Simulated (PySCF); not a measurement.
This PySCF input asks for the NMR shieldings of `CC#CC[SiH2]CB(F)F`, C5H9BF2Si; the geometry comes from GFN2-xTB.

```python
import basis_set_exchange as bse
import numpy as np
from pyscf import gto, dft
from pyscf.prop import nmr

atoms = """
C     4.095057   -0.044632    0.752772
C     2.792761   -0.347220    0.195471
C     1.718666   -0.602987   -0.270951
C     0.419347   -0.917331   -0.819042
Si   -0.968233    0.001615    0.121035
C    -2.628700   -0.649874   -0.600284
B    -3.779397    0.049529    0.157992
F    -4.288570    1.215860   -0.207383
F    -4.286741   -0.410195    1.291077
H     4.782125   -0.871754    0.573783
H     4.011917    0.117963    1.827330
H     4.500075    0.855467    0.290727
H     0.271058   -1.999205   -0.762925
H     0.410151   -0.644711   -1.877729
H    -0.859422    1.448039   -0.101220
H    -0.893013   -0.298183    1.555093
H    -2.655164   -1.729460   -0.472129
H    -2.650673   -0.431363   -1.665273
"""
names = dict.fromkeys(["C", "Si", "B", "F", "H"], "pcSseg-1")
basis = {el: gto.basis.parse(bse.get_basis(n, elements=[el], fmt="nwchem")) for el, n in names.items()}
mol = gto.M(atom=atoms, basis=basis, charge=0, verbose=0)
mf = dft.RKS(mol, xc="PBE0")
mf.grids.level = 2
mf.grids.alignment = dft.numint.BLKSIZE   # the property module wants whole blocks of grid points
mf.conv_tol = 1e-9
mf.kernel()

calc = nmr.RKS(mf)   # GIAO
C = mf.mo_coeff
Co = C[:, mf.mo_occ > 0]
resp = mf.gen_response(singlet=True, hermi=2)
def vind(x):   # induced exchange potential for any number of trial vectors
    d = np.einsum("pi,xij,qj->xpq", C, 2 * x.reshape(-1, C.shape[1], Co.shape[1]), Co, optimize=True)
    return np.einsum("xpq,pi,qj->xij", resp(d - d.transpose(0, 2, 1)), C, Co, optimize=True).ravel()
mo1, _ = nmr.rhf.solve_mo1(calc, with_cphf=vind)
sigma = calc.kernel(mo1)
for i, s in enumerate(sigma):   # ppm
    print("%2d %-2s %9.2f" % (i, mol.atom_pure_symbol(i), np.trace(s) / 3))
```

**Question.** What are the results?

**Answer.** 
```
 0 C     182.10
 1 C     105.37
 2 C     106.67
 3 C     181.48
 4 Si    387.57
 5 C     185.90
 6 B      71.61
 7 F     241.44
 8 F     241.51
 9 H      29.77
10 H      29.76
11 H      29.78
12 H      29.86
13 H      29.81
14 H      27.38
15 H      27.40
16 H      31.33
17 H      31.33
```

These numbers come from an equivalent density-fitted implementation of the same equations, which agrees with the script to about 0.01 ppm for H and up to a few tenths of a ppm for heavy atoms, so last digits may differ.

Size and cost of the density-fitted run: 205 basis functions, 50 s wall time on 1 thread of an Intel Xeon, shared host; peak memory 0.91 GiB.
